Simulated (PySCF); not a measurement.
## C5H5F3Si: full NMR table

```
Formula                               : C5H5F3Si
SMILES                                : C#C/C=C(\C)[Si](F)(F)F
Point group of the computed structure : Cs
Degrees of unsaturation               : 3
Carbon signals                        : 5
Proton signals                        : 3
```

Structure with atom numbers: `[CH:1]#[C:2]/[CH:3]=[C:4](\[CH3:5])[Si:6]([F:7])([F:8])[F:9]`. Hydrogens are named by the atom that carries them.

[PySCF 2.14.0 with density-fitted response routines: structure optimised with GFN2-xTB; shielding tensors at PBE0/pcSseg-1 (GIAO); non-relativistic Hamiltonian; a single conformation; gas phase; one averaged value for each set of equivalent atoms]

δ = σ(ref) − σ, references computed at the same level: $^{1}$H, $^{13}$C, $^{29}$Si vs TMS; $^{19}$F vs CFCl3.

```tsv
carbon	δC, type	δH (multiplicity)	HMBC from (2–3 bonds)	span of the C tensor (ppm)
C1	103.5, CH	3.57 (d)	H(C3)	148
C2	82.6, C	–	H(C3), H(C1)	296
C3	134.3, CH	6.26 (m)	H(C1), H(C5)	211
C4	146.5, C	–	H(C3), H(C5)	243
C5	20.9, CH3	2.30 (s)	H(C3)	37
```

Other nuclei:
```json
{"atoms": "F7/F8/F9", "nucleus": "$^{19}$F", "environment": "fluorine bonded to Si", "δ (ppm)": "-154.9", "σ (ppm)": "325.8"}
{"atoms": "Si6", "nucleus": "$^{29}$Si", "environment": "silicon bonded to C, 3 F", "δ (ppm)": "-66.5", "σ (ppm)": "415.6"}
```

- Carbon types of the structure: 2 × C, 2 × CH, 1 × CH3, which accounts for all hydrogens.
- δC 146.5: fully substituted alkene carbon; the olefinic region.
- δC 134.3: alkene CH; the olefinic region.
- δC 103.5: terminal alkyne carbon; sp carbons lie upfield of alkene carbons because the cylindrical π system leaves one tensor component strongly shielded.
- δC 82.6: alkyne carbon; sp carbons lie upfield of alkene carbons because the cylindrical π system leaves one tensor component strongly shielded.
- δH 6.26: hydrogen on an alkene CH; olefinic region.

Splittings by $^{19}$F in the carbon and heteronuclear signals aren't shown, as no couplings were computed. Shifts are as computed. Against solution values, carbons near 30 ppm lie about +3 ppm off and those near 130 ppm about +5 ppm. Of 1211 compounds with measured shifts, 218 miss one by over three times the rms of a fit or turn the order of signals round; such compounds aren't used in these exercises. Unscaled 19F shifts against computed CFCl3 carry errors that often reach 10 to 50 ppm. No couplings were computed; multiplicities are counted from neighbouring protons, with m where these are inequivalent, close in shift, in a saturated or five-membered ring or joined by F or P, and br s for small geminal =CH2 splittings.
